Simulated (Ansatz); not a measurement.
A nudged elastic band was laid between two geometries of ClFGaH$_{2}$O (6 atoms, charge 0, multiplicity 2).

Computed with Ansatz 0.2.0, UKS BLYP-D4/def2-SVP.

```
movable images  : 5
climbing image  : yes
spring          : 5.0 eV/Å²
optimiser       : quadratic models (default)
start path      : through a guess of the saddle point
force threshold : 0.05 eV/Å
iteration limit : 60
end points      : relaxed
```

Image 0:

```xyz
6
Properties=species:S:1:pos:R:3
Ga -0.173 -0.154 0.476
H 0.507 1.384 0.680
O 1.257 -0.427 -0.705
H 2.050 -0.725 -0.205
Cl -2.143 0.089 -0.415
F -0.038 -1.119 1.963
```

Image 6:

```xyz
6
Properties=species:S:1:pos:R:3
Ga 0.515 0.589 -0.165
H -0.931 -0.069 1.655
O 1.357 -0.931 -0.761
H 2.332 -0.845 -0.739
Cl -1.768 0.330 -0.236
F -0.044 -0.028 2.041
```

Question: What changes between the two ends?

Answer: Bonds broken: Ga1–H2, Ga1–F6. Bonds formed: H2–F6. ClFGaH2O becomes ClGaHO + FH.

Question: Give the energies along the band, and the barrier.

Answer: The forces met the threshold. The highest image is number 2 of 0 to 6, 0.47 eV above the first end and 1.08 eV above the last; the last end lies 0.61 eV below the first. A vibrational analysis at the climbing image gives one clearly imaginary mode, 721i cm⁻¹: a first-order saddle point.

```json
{"image": "0", "path coordinate (Å)": "0.00", "energy (eV)": "0.00", "Ga1–H2 (Å)": "1.69", "Ga1–F6 (Å)": "1.78", "H2–F6 (Å)": "2.86"}
{"image": "1", "path coordinate (Å)": "0.77", "energy (eV)": "0.17", "Ga1–H2 (Å)": "1.73", "Ga1–F6 (Å)": "1.81", "H2–F6 (Å)": "2.23"}
{"image": "2", "path coordinate (Å)": "1.54", "energy (eV)": "0.47", "Ga1–H2 (Å)": "1.80", "Ga1–F6 (Å)": "1.98", "H2–F6 (Å)": "1.36"}
{"image": "3", "path coordinate (Å)": "2.21", "energy (eV)": "-0.24", "Ga1–H2 (Å)": "2.31", "Ga1–F6 (Å)": "2.39", "H2–F6 (Å)": "0.96"}
{"image": "4", "path coordinate (Å)": "2.88", "energy (eV)": "-0.35", "Ga1–H2 (Å)": "2.75", "Ga1–F6 (Å)": "2.45", "H2–F6 (Å)": "0.94"}
{"image": "5", "path coordinate (Å)": "3.55", "energy (eV)": "-0.45", "Ga1–H2 (Å)": "2.71", "Ga1–F6 (Å)": "2.44", "H2–F6 (Å)": "0.94"}
{"image": "6", "path coordinate (Å)": "4.23", "energy (eV)": "-0.61", "Ga1–H2 (Å)": "2.42", "Ga1–F6 (Å)": "2.36", "H2–F6 (Å)": "0.97"}
```

Question: What is the geometry of the highest image?

Answer: 
```xyz
6
Properties=species:S:1:pos:R:3
Ga -0.080 0.022 0.121
H 0.215 0.733 1.748
O 1.259 -0.523 -0.960
H 2.081 -0.696 -0.459
Cl -2.103 0.107 -0.651
F 0.089 -0.595 1.997
```

Question: What are the harmonic wavenumbers there?

Answer: 721i, 114, 145, 165, 258, 390, 406, 499, 666, 814, 1209, 3674 cm⁻¹.

Run time: 70 s on 2 threads of AMD EPYC 9R45 96-Core Processor (Zen 5) (shared host), peak memory 0.18 GiB.
